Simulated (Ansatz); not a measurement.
Geometry optimisation, RKS PBE0-D4/def2-SVP (Ansatz 0.2.0).

input.yaml

```yaml
crystal:
  periodic: [false, false, false]
  atoms:
    - { symbol: B, position_ang: [1.9937, -2.2149, 1.0306] }
    - { symbol: C, position_ang: [1.1787, -0.8236, 0.6826] }
    - { symbol: O, position_ang: [0.0062, -1.1109, -0.1267] }
    - { symbol: C, position_ang: [-0.7661, -0.1162, -0.5752] }
    - { symbol: "N", position_ang: [-0.648, 1.1175, -0.3042] }
    - { symbol: C, position_ang: [-1.5503, 2.186, -0.7529] }
    - { symbol: H, position_ang: [2.6055, -2.6797, 0.1669] }
    - { symbol: H, position_ang: [1.513, -2.8757, 1.8194] }
    - { symbol: H, position_ang: [0.8741, -0.3192, 1.6751] }
    - { symbol: H, position_ang: [0.2989, 0.09162, -0.67858] }
    - { symbol: H, position_ang: [-1.6994, -0.4276, -1.1525] }
    - { symbol: H, position_ang: [-2.5544, 2.0025, -0.3404] }
    - { symbol: H, position_ang: [-1.2365, 3.1796, -0.402] }
    - { symbol: H, position_ang: [-1.6002, 2.1971, -1.8447] }
basis:
  gaussian: { orbitals: def2-SVP }
hamiltonian:
  xc: pbe0
  dispersion: d4
relax:
  f_tol: 0.02
  max_steps: 50
output:
  orbitals: {}
```

Run as:

```bash
$ ansatz run input.yaml --threads 2 --pin off --max-ram 3072MiB --backend cpu --events-out ev --progress --plain --runs-dir out
```

Task: Where does it end, and by what steps?

Result: It converged. After 23 steps the energy has fallen by 7.411 eV; H8 moved furthest, 1.62 Å. The start is strongly strained (largest force component 8 eV/Å), so its close contacts needn't be bonds. Parted: C4–H10 (1.09 → 1.97 Å). Joined: N5–H10 (1.45 → 1.02 Å).

```
step  energy less start (eV)  largest force component (eV/Å)  accepted
   0                  0.0000                           8.477       yes
   1                 -1.3674                           3.777       yes
   2                 -2.1548                           2.210       yes
   3                 -3.0140                           2.781       yes
   4                 -4.1536                           3.796       yes
   5                 -5.2940                           3.167       yes
   6                 -6.1663                           2.155       yes
   7                 -6.5085                           2.177       yes
   8                 -6.8752                           1.350       yes
   9                 -7.1337                           0.781       yes
  10                 -7.2886                           0.371       yes
  11                 -7.3532                           0.540       yes
  12                 -7.3667                           0.664       yes
  13                 -7.3771                           0.349       yes
  14                 -7.3979                           0.244       yes
  15                 -7.4029                           0.165       yes
  16                 -7.4053                           0.089       yes
  17                 -7.4065                           0.127       yes
  18                 -7.4076                           0.126       yes
  19                 -7.4088                           0.107       yes
  20                 -7.4099                           0.099       yes
  21                 -7.4106                           0.060       yes
  22                 -7.4109                           0.054       yes
  23                 -7.4112                           0.019       yes
```

```xyz
14
Properties=species:S:1:pos:R:3
B 1.842 -2.145 0.823
C 0.800 -1.122 0.814
O -0.372 -1.316 0.029
C -1.028 -0.342 -0.437
N -0.638 0.916 -0.300
C -1.316 2.054 -0.863
H 1.755 -3.142 0.134
H 2.818 -1.968 1.524
H 0.703 -0.225 1.437
H 0.310 1.009 0.076
H -1.945 -0.577 -0.988
H -2.263 1.732 -1.320
H -1.545 2.799 -0.086
H -0.706 2.535 -1.643
```

Time of the run: 87 s on 2 threads of Intel(R) Xeon(R) Platinum 8488C (Sapphire Rapids) (shared host), peak memory 0.31 GiB.
